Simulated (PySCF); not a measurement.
## Working with the constants of SbH

UHF-CCSD(T) constants of SbH, ³Σ⁻ (triplet), unpaired electrons π ↑↑ (basis Sb cc-pVTZ-PP with ECP28, H cc-pVTZ; scalar-relativistic core potentials; PySCF 2.14; masses 120.9038 and 1.0078 u):

| Item | Value |
| --- | --- |
| ωe | 1937.6 cm⁻¹ |
| ωexe | 33.1 cm⁻¹ |
| Be | 5.7333 cm⁻¹ |
| αe | 0.147 cm⁻¹ |
| D (centrifugal) | 0.000201 cm⁻¹ |
| De to Sb + H | 2.54 eV |

Q: Give the vibrational terms G(v) and spacings up to v = 6.

A: G(v) = ωe(v+½) − ωexe(v+½)².

```csv
v,G(v) (cm⁻¹),G(v) − G(v−1),Bv (cm⁻¹)
0,961,,5.660
1,2832,1871,5.513
2,4637,1805,5.366
3,6376,1739,5.219
4,8049,1673,5.072
5,9656,1607,4.925
6,11196,1540,4.778
```

Q: How well does the Morse estimate ωe²/(4ωexe) reproduce De, and what is D0?

A: It gives 3.52 eV, 138 % of the computed De. D0 = De − G(0) = 2.54 − 0.12 = 2.42 eV.

Correlated steps freeze 4 core orbitals. Spin–orbit coupling is left out, which matters for elements this heavy, above all for dissociation energies. The state was picked by a PBE0 search and need not be the measured ground state.
